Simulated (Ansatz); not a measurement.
Mulliken charges of FH4NO2Si (`N[Si](O)(O)F`) from PBE/def2-TZVPP in Ansatz (PBE0-D4/def2-TZVP geometry).

| atom | x (Å) | y (Å) | z (Å) | charge (e) |
| --- | --- | --- | --- | --- |
| N1 | -0.605 | 0.417 | -1.169 | -0.392 |
| Si2 | 0.279 | 0.083 | 0.229 | 0.664 |
| O3 | 0.808 | -1.448 | 0.052 | -0.359 |
| O4 | -0.616 | 0.372 | 1.559 | -0.343 |
| F5 | 1.555 | 1.006 | 0.473 | -0.281 |
| H6 | -1.149 | 1.257 | -1.258 | 0.157 |
| H7 | -0.316 | 0.050 | -2.060 | 0.162 |
| H8 | 1.589 | -1.700 | 0.545 | 0.198 |
| H9 | -1.457 | -0.084 | 1.611 | 0.194 |

Q: By hand: the dipole of these point charges (1 e Å = 4.8032 D).

A: Σ q r = (-0.293, -0.146, -0.187) e Å, of length 0.377 e Å = 1.81 D.

Q: How does the dipole of the full density compare? (Estimate.)

A: Computed: (-0.241, -0.150, -0.196) e Å, 1.66 D; the point charges give 1.09 times that, at 7° from its direction.

Point charges leave out the atoms' own dipoles, such as those of lone pairs, and Mulliken's split depends on the basis, so the close match here is no proof of good charges.
